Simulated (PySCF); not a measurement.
**Arsenic: a sound run and one with changed settings**

Sound run: As+ [Ar] 3d10 4s2 4p2, As(2+) [Ar] 3d10 4s2 4p1. Computed with PySCF 2.14 in aug-cc-pVDZ-DK, with the spin-free X2C one-electron Hamiltonian (Gaussian nucleus). The sound run starts from symmetry-adapted Hartree-Fock orbitals and uses a fine grid where one is needed.

Changed run: radial step 1.2 in ln r (0.13 in the sound run). This setting is unsound on purpose.

```tsv
species	method	sound run (hartree)	changed run (hartree)	converged
As+	UHF	-2258.57112	-2258.57112	yes
As+	PBE0	-2259.97779	-2260.11462	yes
As+	BP86	-2260.55955	-2260.60920	yes
As(2+)	UHF	-2257.91044	-2257.91044	yes
As(2+)	PBE0	-2259.29510	-2259.46904	yes
As(2+)	BP86	-2259.87509	-2259.95295	yes
```

Ionisation energy of As+:

```
method  sound run (eV)  changed run (eV)
   UHF          17.978            17.978
  PBE0          18.577            17.567
  BP86          18.625            17.858
```

A coarse radial grid mis-integrates the density and the exchange-correlation energy, with errors of either sign; Hartree-Fock needs no grid.

For comparison, NIST gives 18.589 eV between the lowest levels.
